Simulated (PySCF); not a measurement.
# Excitation energy of Sr⁺ by level of theory

Sr⁺ [Kr] 5s1 (2S) → Sr⁺ [Kr] 4d1 (2D), as a difference of total energies. All numbers are calculated (PySCF 2.14, the spin-free X2C one-electron Hamiltonian (Gaussian nucleus), in aug-cc-pVDZ-X2C (7s6p4d, 45 functions)). The calculations carry no spin-orbit coupling.

| method | excitation energy (cm⁻¹) |
| --- | --- |
| UHF | 16074 |
| LDA | 13294 |
| PBE | 12119 |
| PBE0 | 12394 |
| r2SCAN | 11537 |
| LC-wPBE | 12325 |
| wB97M-V | 12663 |
| M06-2X | 13421 |
| wB97X | 12317 |

For comparison: 14724 cm⁻¹ (measured; NIST levels, between the centres of gravity of the two terms).
